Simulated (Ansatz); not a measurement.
```xyz
9

N     0.228    0.050   -1.637
Si    0.666    0.146    0.025
B    -0.821   -0.181    1.388
F    -0.594   -0.124    2.690
F    -2.064   -0.462    1.035
H    -0.351    0.771   -2.038
H    -0.001   -0.846   -2.037
H     1.728   -0.863    0.287
H     1.208    1.507    0.287
```

Charge 0, multiplicity 1.

(1) List the PBE/def2-TZVPP orbital energies in eV (Ansatz). (Estimate.)

Results:

(1) Computed: Occupied: -1779.69, -660.55, -660.53, -380.18, -179.46, -137.42, -94.16, -94.15, -94.13, -30.96, -30.16, -21.24, -14.24, -13.42, -12.87, -12.28, -11.83, -11.62, -10.41, -9.93, -9.63, -8.38, -7.93, -5.99. Lowest empty: -1.84, -0.77, 0.45, 1.23, 1.28, 1.58, 2.01, 2.04.
